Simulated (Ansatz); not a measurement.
Cost and result up the ladder for Cu(NH3)Br (CuBrNH3) (6 atoms). Total charge 0; singlet. Geometry: PBE0-D4/def2-TZVP.

```xyz
6

Cu   -0.462   -0.937    0.388
N     0.344    0.701   -0.290
H    -0.246    1.144   -0.987
H     1.243    0.518   -0.724
H     0.496    1.375    0.454
Br   -1.375   -2.801    1.159
```

Ansatz on 4 threads of Arm Neoverse V1 on a shared host. Times are rough, and most runs start from the orbitals of an earlier one. ωB97M-V/def2-TZVP serves as the yardstick here, not as an exact answer. Differences are given only for rows in sets of like size (and for xTB, whose basis is part of the method), since another set adds its own error. Binding counts from free atoms at the same level (Cu doublet, N quartet, H doublet, Br doublet; other spins of the atoms weren't run), without zero-point energy or a counterpoise term.

The 6-31G sets use Cartesian d functions. LC-ωPBE has ω = 0.4 bohr⁻¹. Correlated methods freeze 19 core orbitals; core or outer-core shells of Br are correlated, in sets that lack core-valence functions.

Correlated methods converge slowly with the basis.

```csv
level,functions,wall time,binding energy per atom (eV),difference from ωB97M-V/def2-TZVP (eV)
HF/6-31G,73,0.5 s,2.09,–
LDA (SPW92)/def2-TZVP,142,0.7 s,3.46,0.46
PBE-D4/def2-SVP,92,0.8 s,3.11,–
PBE0-D4/def2-SVP,92,1.1 s,3.02,–
MP2/def2-TZVP,142,1.4 s,2.92,-0.09
PBE-D4/def2-TZVPD,169,1.6 s,3.06,0.05
LC-ωPBE/def2-TZVP,142,1.6 s,2.98,-0.03
PBE0-D4/def2-TZVP,142,2 s,2.97,-0.04
BHLYP-D4/def2-TZVP,142,2 s,2.87,-0.13
PBE0-D4/def2-TZVPD,169,2.5 s,2.98,-0.03
r2SCAN-D4/def2-TZVP,142,2.6 s,3.01,0.00
B97M-V/def2-TZVP,142,5.5 s,2.98,-0.02
ωB97M-V/def2-TZVP,142,6 s,3.01,0.00
CCSD(T)/def2-TZVPP,185,59 s,2.93,-0.07
```
